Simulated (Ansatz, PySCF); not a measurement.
PySCF was given this input:
```python
from pyscf import gto, scf, cc

mol = gto.Mole()
mol.atom = '''
    C    -0.71538146    0.98031295   -1.11870904
    C    -0.07272565   -0.12100881   -0.28002528
    C     1.21599831   -0.61688840   -0.93010260
    C    -1.04783651   -1.27394779   -0.05822117
    S     0.35073758    0.58359512    1.35049168
    H    -0.97990170    0.58957037   -2.10000213
    H    -1.61741266    1.35117624   -0.63687632
    H    -0.02730017    1.81269327   -1.24928387
    H     1.68594925   -1.38061903   -0.31429069
    H     0.99542825   -1.04397665   -1.90710378
    H     1.91946493    0.20276865   -1.05917499
    H    -1.31992205   -1.71598798   -1.01538196
    H    -1.95251605   -0.92104190    0.43205937
    H    -0.59591924   -2.04291254    0.56453612
'''
mol.basis = 'sto-3g'
mol.spin = 1
mol.verbose = 4
mol.build()

mf = scf.UHF(mol)
mf.kernel()

mycc = cc.CCSD(mf, frozen=9)
mycc.kernel()
et = mycc.ccsd_t()
print('E(CCSD(T)) = %.10f' % (mycc.e_tot + et))
```

Q: Convert this to an input for Ansatz (a program for electronic structure).

A: This is not unique; one that fits is 
Ansatz 0.2 input:
```yaml
crystal:
  periodic: [false, false, false]
  atoms:
    - {symbol: C, position_ang: [-0.71538146, 0.98031295, -1.11870904]}
    - {symbol: C, position_ang: [-0.07272565, -0.12100881, -0.28002528]}
    - {symbol: C, position_ang: [1.21599831, -0.61688840, -0.93010260]}
    - {symbol: C, position_ang: [-1.04783651, -1.27394779, -0.05822117]}
    - {symbol: S, position_ang: [0.35073758, 0.58359512, 1.35049168]}
    - {symbol: H, position_ang: [-0.97990170, 0.58957037, -2.10000213]}
    - {symbol: H, position_ang: [-1.61741266, 1.35117624, -0.63687632]}
    - {symbol: H, position_ang: [-0.02730017, 1.81269327, -1.24928387]}
    - {symbol: H, position_ang: [1.68594925, -1.38061903, -0.31429069]}
    - {symbol: H, position_ang: [0.99542825, -1.04397665, -1.90710378]}
    - {symbol: H, position_ang: [1.91946493, 0.20276865, -1.05917499]}
    - {symbol: H, position_ang: [-1.31992205, -1.71598798, -1.01538196]}
    - {symbol: H, position_ang: [-1.95251605, -0.92104190, 0.43205937]}
    - {symbol: H, position_ang: [-0.59591924, -2.04291254, 0.56453612]}
basis:
  gaussian:
    orbitals: STO-3G
magnetization: {spin_polarized: true, initial_magnetization: 1}
correlation: {method: ccsd_t, electrons: outside_noble_gas}
accuracy: high
```

Both were run: PySCF gave -548.327474 Eh and Ansatz -548.327474 Eh, 0.000 mEh apart.
